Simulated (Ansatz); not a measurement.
The cluster AlSi4⁺, relaxed as a singlet with RKS PBE-D4/def2-SVP in Ansatz, starting from the GFN1-xTB geometry. Force threshold 0.02 eV/Å.

The restricted singlet is unstable towards broken spin symmetry in Hartree–Fock (as tested in another run); at PBE-D4/def2-SVP this wasn't settled. Another isomer (singlet) lies 0.06 eV lower at PBE-D4/def2-TZVP; other spin states weren't run for this one.

Start:

```xyz
5

Al    0.311    1.861    1.022
Si   -1.441   -0.426    0.973
Si    0.939    0.380   -1.527
Si    0.927   -0.602    0.649
Si   -0.736   -1.214   -1.118
```

(1) Estimate the energy that the relaxation releases and the steps that it takes.

(2) Does the start keep its bonding?

(3) Predict the relaxed structure.

## Answers

(1) 0.43 eV, in 14 steps; 10 s on 4 threads of Arm Neoverse V1 on a shared host. No frequencies were taken in this run, so the end may be a saddle point.

(2) By distances, no bond broke or formed. The bond that changes most is Al1–Si4, from 2.57 to 2.77 Å (atoms count from 1).

(3) 
```xyz
5

Al    0.910    2.433    1.818
Si   -1.713   -1.070    0.891
Si    1.249   -0.167   -1.817
Si    0.119    0.302    0.228
Si   -0.565   -1.497   -1.120
```
Bond lengths: 5 × Si–Si 2.35 to 2.38 Å; 1 × Al–Si 2.77 Å.
